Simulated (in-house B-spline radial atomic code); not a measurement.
**Binding energies in Te5+**

NIST's tabulated ground configuration is [Kr] 4d10 5s1; each binding energy is the energy of the ion with one electron taken from that subshell, relaxed, less that of the parent. All numbers are computed (Dirac-Hartree-Fock, average of configuration; Fermi nucleus of rms radius 4.7423 fm) with an all-electron radial atomic-structure program (B-spline basis), not measured. Energies include first-order Breit, QED and recoil terms.

```csv
subshell,X-ray name,binding energy (eV),-ε (eV),relaxation (eV)
2p1/2,L2,4684.7,4732.4,36.6
2p3/2,L3,4413.8,4456.8,35.3
3p1/2,M2,943.9,959.0,13.4
3p3/2,M3,892.3,906.2,12.9
3d3/2,M4,653.6,668.5,14.4
3d5/2,M5,643.2,657.6,14.2
4p1/2,N2,198.6,201.7,2.8
4p3/2,N3,188.8,191.5,2.6
4d3/2,N4,109.1,111.2,2.1
4d5/2,N5,107.6,109.6,2.0
5s,O1,68.96,69.17,0.15
```

Relaxation = -ε minus the binding energy without Breit, QED and recoil terms.

Emission lines follow as differences of binding energies, with λ = 12398.42 eV·Å / E:

```
 line          holes  energy (eV)  wavelength (Å)
L3-M5  2p3/2 → 3d5/2       3770.6          3.2882
L2-M4  2p1/2 → 3d3/2       4031.1          3.0757
L2-N4  2p1/2 → 4d3/2       4575.6          2.7097
```

**Question.** What does it cost to remove both a 3p1/2 and a 3d5/2 electron?

**Answer.** 1638.6 eV, which is 51.55 eV more than the two single binding energies together.

**Question.** What does it cost to remove both a 2p1/2 and a 4d5/2 electron?

**Answer.** 4818.7 eV, which is 26.44 eV more than the two single binding energies together.

**Question.** What does it cost to remove both a 3p1/2 and a 3d3/2 electron?

**Answer.** 1643.9 eV, which is 46.38 eV more than the two single binding energies together.
